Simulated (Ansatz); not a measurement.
Reactions of BrClGeH₄Si (`[Cl][GeH2][SiH2]Br`).

Computed with Ansatz on PBE0-D4/def2-TZVP structures; ΔE is electronic, products minus reactants. CCSD(T)/CBS adds triple-zeta CCSD(T) − MP2 to the extrapolated MP2 energy (def2 sets, frozen cores). This one scheme is used for every species. Elements past krypton have def2 core potentials. For Br, Ge, I outer-core shells are correlated without core-valence functions, which leaves a few kJ/mol of doubt a bond. Scalar relativity is left out up to krypton. Each species was taken in one conformer, which may not be the lowest.

Q: Order these by ΔE at CCSD(T)/CBS, lowest first. (Best estimate.)
A. `[Cl][GeH2][SiH2]Br` + `[NH2][AlH2]` → `[AlH2][NH][SiH2]Br` + `[Cl][GeH3]`
B. `[Cl][GeH2][SiH2]Br` + HI → `[Cl][GeH2][I]` + `[SiH3]Br`
C. `[Cl][GeH2][SiH2]Br` + fluoromethane → `FC[SiH2]Br` + `[Cl][GeH3]`
D. `[Cl][GeH2][SiH2]Br` + H–F → `[F][GeH2][Cl]` + `[SiH3]Br`

A: B (-67.9 kJ/mol), A (-55.1 kJ/mol), D (-41.0 kJ/mol), C (+32.6 kJ/mol).

Largest T1 diagnostic: 0.011, for `[NH2][AlH2]`.
